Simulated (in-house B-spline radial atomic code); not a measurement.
The numbers below are computed, except where a source is named.
**Work function and surface energy of Sn in the stabilised jellium model**

The positive ions are smeared into a uniform slab; the electrons are solved self-consistently in the LDA (PW92) on a fine grid across the film. Stabilised jellium adds, inside the slab, the constant potential −n de/dn that makes the bulk stable at the metal's density. No lattice, so no dependence on crystal face. Atomic units unless named. The numbers below are for the stabilised model.

Sn: 4 valence electrons per atom, density 7.287 g/cm³, mass 118.71 u, so r_s = 2.22 bohr. Thick-film values are averages over eight films of 5 to 5.44 Fermi wavelengths, one period of the size oscillation.

Across the edge of the background of the film of 5 Fermi wavelengths (z = 0, vacuum at z > 0):

```tsv
z (bohr)	n/n_bulk	V − E_F (hartree)
-7.27	0.9906	-0.3737
-5.45	1.013	-0.3743
-3.63	0.9805	-0.3731
-2.54	1.033	-0.3746
-1.45	0.9694	-0.3725
-0.73	0.7422	-0.345
0.0	0.4272	-0.2212
0.73	0.1951	-0.08083
1.45	0.08191	-0.01503
2.54	0.02004	0.04738
3.63	0.00464	0.08519
5.45	0.0003889	0.1199
```

(1) The electrons that spill out make a dipole barrier Δφ = 3.469 eV. Assemble the work function.

(2) The surface energy has the parts (J/m²): kinetic -2.55, exchange-correlation 1.943, electrostatic 0.458, stabilising term 0.951. What is the total, and what does its sign mean?

(3) What barrier would the Schottky-Mott rule give for electrons at a contact to n-type Si, whose electron affinity is 4.05 eV (NSM archive of the Ioffe Institute)?

Answers

(1) k_F = 1.91916/2.22 = 0.8645, so k_F²/2 = 10.168 eV, and the LDA gives v_xc = -8.828 eV in the bulk; the stabilising potential is -2.016 eV. Measured from the bulk electrostatic potential the Fermi level lies at 10.168 + (-8.828) + (-2.016) = -0.676 eV, so Φ = Δφ − that = 3.469 − (-0.676) = 4.14 eV; the films' Fermi levels give 4.15 eV. Measurement gives 4.42 eV (table in Wikipedia's article on work functions); the other model gives 3.72 eV.

(2) The sum is 0.802 J/m². The kinetic part is negative since spilling out relaxes the electrons, while exchange-correlation and electrostatics cost energy, and the stabilising term adds 0.951. A positive total means that making surface costs energy; the other model gives -0.235 J/m².

(3) Φ_B = Φ − χ is 4.15 − 4.05 = +0.10 eV with the model's value and 4.42 − 4.05 = +0.37 eV with the measured one (the middle, for a range); a negative value would mean an ohmic contact. Real barriers on covalent semiconductors follow the metal only weakly, since states induced in the gap pin the Fermi level.
